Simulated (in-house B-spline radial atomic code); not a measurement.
# TDHF excitations of Zn¹²⁺

Method: TDHF. Computed with a B-spline radial code for spherical atoms: linear response of the closed shell [Ne] 3s2 3p6 with bare exchange (time-dependent Hartree-Fock); non-relativistic, point nucleus, no spin-orbit coupling, no double excitations, S, P, D and F terms only. Only terms of natural parity with L up to 3 were computed.

Without relativity these are model numbers for so heavy an element.

Command:
```bash
python run_td.py task.json out
```
Settings (radii: box in bohr, nucleus in fm):
```
Z                        30
electrons                18
configuration            [Ne] 3s2 3p6
hamiltonian              nr
method                   hf
box_radius               8.48
intervals                51
```

Time taken, with all properties: 0.2 s on 1 thread of Intel(R) Xeon(R) 6975P-C (Granite Rapids) (shared host).

The lowest states, in the order of their Tamm-Dancoff energies; the method's threshold (minus the highest occupied level) is 417.58 eV. Labels give the largest channel, * marks a mixed state, and oscillator strengths are full-response dipole values. Energies in eV:

```tsv
state	full response	Tamm-Dancoff	oscillator strength
3p → 3d 3P	64.44	64.71	-
3p → 3d 3F	66.48	67.30	-
3p → 3d 1F	?	?	-
3p → 3d 1P	91.37	95.00	2.15
3s → 3d 3D	?	?	-
3s → 3d 1D	129.64	129.80	-
3p → 4s 3P	203.66	203.70	-
3p → 4s 1P	205.53	205.58	0.366
3p → 4p 3S	216.45	216.52	-
3p → 4p 3D	220.15	220.18	-
3p → 4p 1D	221.40	221.41	-
3p → 4p 1S	228.09	228.48	-
3p → 4d 3P	244.66	244.67	-
3p → 4d 3F	246.27	246.28	-
3p → 4d 1F	246.95	246.96	-
3p → 4d 1P	247.14	247.18	1.19
```

(1) Where does 3p → 3d 1F lie?

(2) Where does 3s → 3d 3D lie?

(3) How large is the singlet-triplet splitting of 3p → 3d (F terms) in Tamm-Dancoff?

(4) What polarisabilities and dispersion coefficient does the method give?

Answers

(1) At 72.93 eV in full response, 73.07 eV in Tamm-Dancoff.

(2) At 122.07 eV in full response, 122.17 eV in Tamm-Dancoff.

(3) 5.78 eV, from the unrounded values.

(4) Dipole 0.2298 bohr³, quadrupole 0.08147 bohr⁵, C6 0.1633 hartree·bohr⁶ for two such species.
